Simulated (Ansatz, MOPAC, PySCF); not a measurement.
Lewis adduct: BH3 (SMILES B) (first 4 atoms) with H2O (SMILES O); geometry from B3LYP-D3(BJ)/def2-TZVP.
(charge 0, multiplicity 1):
```xyz
7

B      0.211     0.249     0.790
H      0.617    -0.767     0.287
H     -0.853     0.637     0.394
H      1.037     1.091     1.006
O     -0.190    -0.248     2.397
H     -0.845    -0.957     2.353
H      0.599    -0.610     2.820
```

Counterpoise-corrected where a basis set is named; no monomer relaxation. Rows marked so take none.

Rows in 6-311+G** carry no dispersion term and start afresh at each structure. The state reached by PM3 isn't checked.

Codes used: Ansatz (Gaussian orbitals); MOPAC for PM3 (differences of heats of formation); PySCF for 6-311+G** rows, the dispersion terms. Each number belongs to the level named beside it.

Q: Give the interaction energy at the level BHLYP-D3(BJ)/def2-TZVPPD.

A: -94 kJ/mol

Q: Predict the interaction energy from PM3.

A: -198 kJ/mol

Q: Estimate the interaction energy that B3LYP/6-311+G** (no counterpoise) returns for this input.

A: -88 kJ/mol

Ansatz is a program for electronic structure.
